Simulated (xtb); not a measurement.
Job for xtb: GFN1-xTB on InGe, 2S+1 = 4, a spin state set in the input, which need not be the lowest, a point of a bond scan (R = 2.598 Å).

```
$ xtb mol.xyz --gfn 1 --sp --chrg 0 --uhf 3
2

Ge     0.00000000     0.00000000     0.00000000
In     0.00000000     0.00000000     2.59781200
```

**Question.** Give the final energy of this run.

**Answer.** -3.0994 hartree.
